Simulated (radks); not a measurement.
Problem. Hg5+, 75 electrons, occupied as [Xe] 4f14 5d7. Calculated with a radial shooting solver on a logarithmic mesh with Libxc functionals: scalar-relativistic Kohn-Sham, SCAN, spin-polarised, spherical densities, finite nucleus; open shells are filled with parallel spins first (spin-orbit coupling, left out, can overturn this in heavy ions); meta-GGA in the generalised Kohn-Sham scheme; Fermi nuclear charge, rms radius 5.4648 fm. Some entries of the table are withheld. Estimate them.

orbital,occ.,eigenvalue (eV),<r^2> (bohr^2),<r> (bohr)
1s up,1,-83306.19,0.0003810,0.01659
1s down,1,-83306.18,0.0003810,0.01659
2s up,1,-14851.32,0.005792,0.06990
2s down,1,-14851.11,0.005792,0.06990
2p up,3,-12814.98,0.004898,0.06328
2p down,3,-12814.76,0.004898,0.06328
3s up,1,-3590.052,0.03727,0.1805
3s down,1,-3589.955,0.03727,0.1805
3p up,3,-2998.363,0.03845,0.1821
3p down,3,-2998.240,0.03845,0.1821
3d up,5,-2373.998,0.03191,0.1651
3d down,5,-2373.780,0.03191,0.1651
4s up,1,-849.8224,0.1796,0.3990
4s down,1,-849.4102,0.1796,0.3990
4p up,3,-654.9122,0.2052,0.4250
4p down,3,-654.5368,0.2051,0.4250
4d up,5,-422.6436,0.2326,0.4487
4d down,5,-422.2169,0.2323,0.4485
5s up,1,-189.6417,0.9046,0.8991
5s down,1,-186.7214,0.8941,0.8938
4f up,7,-166.1600,0.2802,0.4820
4f down,7,-165.6226,0.2782,0.4807
5p up,3,-136.6420,1.170,(1)
5p down,3,-133.2738,1.162,(2)
5d up,5,-74.5908,1.893,1.289
5d down,2,-71.3257,1.921,1.297

Solution. 
(1) 5p up <r> (bohr): 1.021
(2) 5p down <r> (bohr): 1.016
